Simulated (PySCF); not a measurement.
## Radial density of Ag²⁺ (silver, charge +2)

UHF, [Kr] 4d9, 2D determinant. Calculation: PySCF 2.14, in def2-SVP with the def2 core potential (28 electrons); a scalar-relativistic core potential. This is the valence pseudo-density: the core potential removes the inner electrons and smooths the orbitals near the nucleus.

```tsv
r (bohr)	4πr²ρ (e/bohr)	4πr²(ρα − ρβ)
0.0188	1.090e-05	0.0000
0.0316	3.040e-05	0.0000
0.0531	8.472e-05	0.0000
0.0893	0.0002868	0.0000
0.150	0.002751	0.0002
0.253	0.07232	0.0051
0.425	1.864	0.0861
0.715	14.84	0.6150
1.20	13.47	0.8378
2.02	2.316	0.2089
3.40	0.07515	0.0030
5.72	0.0003494	0.0000
```

Energies and moments cover only the electrons outside the core potential.
